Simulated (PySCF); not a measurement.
Record of a relaxation.

Compound: C₄H₆BN.
SMILES with atom numbers: `[NH2:1][C:2]1=[CH:3][BH:4][CH:5]=[CH:6]1` (hydrogens: H7, H8 on N1; H9 on C3; H10 on B4; H11 on C5; H12 on C6)

Method: BHandHLYP/cc-pVDZ geometry optimisation, gas phase in PySCF 2.14.0; density fitting, grid level 1; the optimiser is geomeTRIC in internal coordinates, started from a GFN2-xTB structure. The frame can shift and turn from step to step; on so coarse a grid that alone can change the energy by a few meV, and forces under 0.02 eV/Å are noise.

Step 0: E = -6407.2154 eV, largest atomic force 1.164 eV/Å
```
atom  x, y, z in Å  |  force x, y, z in eV/Å
N1      1.992    0.086   -0.008   -0.461   0.096   0.038
C2      0.649   -0.067   -0.002    0.541  -0.195  -0.044
C3     -0.073   -1.219    0.043   -0.142  -0.619   0.047
B4     -1.545   -0.844    0.004    1.093   0.401   0.015
C5     -1.517    0.755   -0.086   -0.131   0.235  -0.018
C6     -0.241    1.128   -0.088   -0.120   0.322  -0.004
H7      2.399    0.999    0.094   -0.015  -0.147  -0.004
H8      2.581   -0.714    0.146   -0.028   0.131  -0.019
H9      0.413   -2.180    0.109    0.025  -0.214   0.013
H10    -2.489   -1.529    0.044   -0.629  -0.438   0.010
H11    -2.334    1.458   -0.139   -0.133   0.180  -0.019
H12     0.166    2.127   -0.144    0.000   0.249  -0.013
```

Step 1: E = -6407.2063 eV, largest atomic force 0.460 eV/Å
```
atom  x, y, z in Å  |  force x, y, z in eV/Å
N1      1.648    0.142    1.058    0.141   0.180  -0.177
C2      0.608   -0.073    0.247   -0.295  -0.061   0.315
C3      0.054   -1.260   -0.153    0.115  -0.017  -0.272
B4     -1.264   -0.896   -0.794   -0.264   0.024   0.376
C5     -1.306    0.719   -0.808   -0.033  -0.039  -0.063
C6     -0.203    1.123   -0.186    0.053  -0.032  -0.059
H7      1.894    1.080    1.299    0.168   0.022   0.092
H8      2.210   -0.609    1.410   -0.010  -0.036   0.001
H9      0.487   -2.216    0.110   -0.037  -0.022   0.030
H10    -2.199   -1.608   -1.042    0.139   0.006  -0.205
H11    -2.064    1.404   -1.172    0.034  -0.013  -0.072
H12     0.117    2.141    0.021   -0.010  -0.012   0.034
```

Step 2: E = -6407.2317 eV, largest atomic force 0.456 eV/Å
```
atom  x, y, z in Å  |  force x, y, z in eV/Å
N1      1.665    0.163    1.048    0.193  -0.413  -0.013
C2      0.581   -0.066    0.293   -0.161   0.353   0.047
C3      0.032   -1.253   -0.119    0.159  -0.033   0.140
B4     -1.286   -0.898   -0.763   -0.037   0.050  -0.086
C5     -1.319    0.715   -0.809    0.010  -0.036   0.099
C6     -0.234    1.121   -0.154    0.005   0.055  -0.099
H7      1.991    1.074    1.305   -0.225   0.086  -0.151
H8      2.219   -0.613    1.358    0.049  -0.035   0.033
H9      0.475   -2.211    0.124   -0.033  -0.018   0.043
H10    -2.180   -1.620   -1.104    0.051  -0.008  -0.051
H11    -2.047    1.396   -1.235   -0.003  -0.001   0.024
H12     0.085    2.141    0.044   -0.007   0.000   0.016
```

Step 3: E = -6407.2470 eV, largest atomic force 0.322 eV/Å
```
atom  x, y, z in Å  |  force x, y, z in eV/Å
N1      1.679    0.143    1.033   -0.075   0.215  -0.029
C2      0.559   -0.058    0.324    0.216  -0.238  -0.007
C3      0.015   -1.250   -0.077   -0.196   0.077   0.080
B4     -1.285   -0.896   -0.760    0.088  -0.052  -0.093
C5     -1.324    0.716   -0.794    0.001   0.068   0.038
C6     -0.249    1.132   -0.128    0.051  -0.082  -0.044
H7      1.989    1.073    1.242    0.041  -0.047   0.044
H8      2.248   -0.627    1.335   -0.049   0.036  -0.036
H9      0.456   -2.208    0.173   -0.002   0.027   0.016
H10    -2.140   -1.622   -1.176   -0.018  -0.009  -0.027
H11    -2.038    1.393   -1.249   -0.042   0.012   0.052
H12     0.071    2.153    0.066   -0.017  -0.006   0.007
```

Step 4: E = -6407.2536 eV, largest atomic force 0.164 eV/Å
```
atom  x, y, z in Å  |  force x, y, z in eV/Å
N1      1.688    0.153    1.026   -0.074   0.019  -0.033
C2      0.565   -0.070    0.330   -0.058  -0.035  -0.115
C3     -0.005   -1.255   -0.058    0.048  -0.089   0.100
B4     -1.281   -0.899   -0.783   -0.014   0.043   0.158
C5     -1.328    0.715   -0.781    0.053   0.016  -0.079
C6     -0.242    1.119   -0.127   -0.006   0.058  -0.022
H7      1.988    1.089    1.218    0.045  -0.033   0.038
H8      2.265   -0.606    1.335   -0.011   0.016  -0.004
H9      0.422   -2.215    0.205    0.018  -0.012  -0.029
H10    -2.126   -1.621   -1.228    0.029  -0.008  -0.062
H11    -2.046    1.400   -1.218   -0.016   0.006   0.034
H12     0.080    2.137    0.070   -0.014   0.019   0.015
```

Step 5: E = -6407.2558 eV, largest atomic force 0.143 eV/Å
```
atom  x, y, z in Å  |  force x, y, z in eV/Å
N1      1.685    0.154    1.018    0.056  -0.031   0.020
C2      0.561   -0.066    0.325    0.024   0.044   0.025
C3     -0.006   -1.258   -0.043   -0.059   0.078  -0.018
B4     -1.275   -0.896   -0.778   -0.114  -0.060   0.062
C5     -1.331    0.718   -0.781    0.056  -0.053  -0.059
C6     -0.244    1.124   -0.132    0.027   0.015   0.009
H7      2.005    1.080    1.221   -0.029   0.021  -0.017
H8      2.251   -0.614    1.325    0.017  -0.012   0.019
H9      0.424   -2.217    0.221    0.013   0.016  -0.028
H10    -2.107   -1.621   -1.243    0.012  -0.004  -0.044
H11    -2.056    1.400   -1.211   -0.008  -0.009   0.019
H12     0.075    2.144    0.067    0.004  -0.004   0.012
```

Step 6: E = -6407.2570 eV, largest atomic force 0.117 eV/Å
```
atom  x, y, z in Å  |  force x, y, z in eV/Å
N1      1.688    0.153    1.016    0.034  -0.037   0.001
C2      0.560   -0.064    0.328    0.025   0.055   0.048
C3     -0.014   -1.254   -0.036   -0.041  -0.039   0.007
B4     -1.285   -0.901   -0.772    0.078   0.031   0.002
C5     -1.327    0.714   -0.780   -0.076   0.074  -0.050
C6     -0.243    1.128   -0.130   -0.002  -0.091  -0.010
H7      2.010    1.080    1.215   -0.019   0.019  -0.015
H8      2.252   -0.615    1.325    0.010  -0.010   0.014
H9      0.423   -2.211    0.220    0.013  -0.002  -0.004
H10    -2.105   -1.626   -1.258    0.003   0.015   0.011
H11    -2.052    1.396   -1.209   -0.022   0.003   0.004
H12     0.073    2.148    0.070   -0.005  -0.019  -0.007
```

Step 7: E = -6407.2573 eV, largest atomic force 0.083 eV/Å
```
atom  x, y, z in Å  |  force x, y, z in eV/Å
N1      1.692    0.152    1.016   -0.025   0.024  -0.021
C2      0.560   -0.068    0.334   -0.045  -0.032  -0.030
C3     -0.017   -1.256   -0.030    0.005  -0.009   0.046
B4     -1.285   -0.897   -0.769    0.015  -0.002  -0.081
C5     -1.331    0.717   -0.782    0.043  -0.051   0.049
C6     -0.244    1.121   -0.129   -0.005   0.072  -0.003
H7      2.005    1.085    1.203    0.024  -0.009   0.013
H8      2.261   -0.610    1.331   -0.013   0.006  -0.004
H9      0.420   -2.215    0.219   -0.002  -0.007  -0.002
H10    -2.100   -1.621   -1.266   -0.011  -0.003   0.020
H11    -2.056    1.401   -1.210    0.008  -0.003   0.013
H12     0.075    2.139    0.073    0.006   0.014   0.000
```

Step 8: E = -6407.2580 eV, largest atomic force under 0.02 eV/Å
```
atom  x, y, z in Å  |  force x, y, z in eV/Å
N1      1.690    0.153    1.015   -0.002   0.005  -0.002
C2      0.559   -0.066    0.333    0.009  -0.007  -0.007
C3     -0.018   -1.256   -0.028   -0.008   0.005   0.010
B4     -1.281   -0.898   -0.775   -0.008  -0.003   0.008
C5     -1.330    0.716   -0.780    0.011  -0.003  -0.008
C6     -0.244    1.124   -0.130   -0.002   0.003   0.004
H7      2.011    1.082    1.203    0.000  -0.002   0.001
H8      2.256   -0.613    1.329   -0.003   0.002   0.001
H9      0.419   -2.214    0.224    0.005   0.002  -0.007
H10    -2.097   -1.622   -1.269    0.000   0.000  -0.003
H11    -2.058    1.399   -1.205    0.000   0.000   0.000
H12     0.074    2.143    0.071   -0.001   0.001   0.003
```

Step 9: E = -6407.2580 eV, largest atomic force under 0.02 eV/Å
```
atom  x, y, z in Å  |  force x, y, z in eV/Å
N1      1.691    0.153    1.014    0.003  -0.001  -0.002
C2      0.559   -0.066    0.333   -0.001   0.003   0.005
C3     -0.018   -1.256   -0.027   -0.004   0.000   0.005
B4     -1.282   -0.898   -0.774    0.004   0.000  -0.005
C5     -1.329    0.716   -0.781   -0.002   0.001  -0.002
C6     -0.244    1.124   -0.129    0.001  -0.002  -0.003
H7      2.011    1.083    1.202   -0.001   0.001   0.000
H8      2.255   -0.613    1.330    0.000  -0.001   0.002
H9      0.420   -2.214    0.223    0.002   0.000  -0.003
H10    -2.097   -1.622   -1.269   -0.001   0.001   0.002
H11    -2.057    1.399   -1.205   -0.001   0.000   0.000
H12     0.074    2.144    0.072    0.000  -0.001   0.001
```

**Question.** Summarise the path.

**Answer.** The energy falls by 0.98 kcal/mol from step 0 to step 9; nine tenths of that is first reached at step 5. It rises by more than 0.2 meV at step 1. The largest force goes from 1.164 to under 0.02 eV/Å. Among the bonds B4–H10 changes most, from 1.167 to 1.198 Å; the atoms move by 0.044 Å rms after alignment.

**Question.** Follow the three bonds and two angles with the largest change from start to end.

**Answer.** 
```csv
step,E above end (kcal/mol),largest force (eV/Å),B4–H10 (Å),C2–C6 (Å),N1–C2 (Å),C3–B4–C5 (°),C2–C3–B4 (°)
0,0.98,1.164,1.167,1.492,1.352,103.3,107.7
1,1.19,0.460,1.201,1.508,1.337,105.5,105.6
2,0.61,0.456,1.198,1.508,1.341,105.4,105.9
3,0.25,0.322,1.196,1.509,1.341,105.3,105.7
4,0.10,0.164,1.197,1.507,1.340,105.0,106.4
5,0.05,0.143,1.197,1.508,1.339,105.6,105.7
6,0.02,0.117,1.198,1.508,1.339,104.9,106.2
7,0.02,0.083,1.198,1.508,1.339,105.4,106.1
8,0.00,under 0.02,1.197,1.508,1.339,105.3,106.1
9,0.00,under 0.02,1.198,1.508,1.339,105.3,106.1
```

The cost below is that of the whole optimisation. On an Arm Neoverse V1 with one thread, on a shared host, this took 36 s and 0.51 GiB of memory at its peak.
